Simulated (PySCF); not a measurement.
## In²⁺: ionisation energy

In²⁺ [Kr] 4d10 5s1 (2S) → In³⁺ [Kr] 4d10 (1S), as a difference of total energies. All numbers are calculated (PySCF 2.14, scalar relativity through the core potential, in def2-QZVPPD with the def2 core potential (28 electrons)). Correlated levels: valence and next inner shell: nothing frozen outside the core potential. The calculations carry no spin-orbit coupling.

Problem. Order these methods by the ionisation energy they give, lowest first.
A. PW91
B. LC-wPBE
C. PBE0
D. MP2 (valence and next inner shell)

Solution. D (28.028 eV), B (28.118 eV), C (28.286 eV), A (28.768 eV).

Errors of the correlated levels include the incompleteness of this basis.

For comparison: 28.044 eV (measured; NIST Atomic Spectra Database, ionization energies).
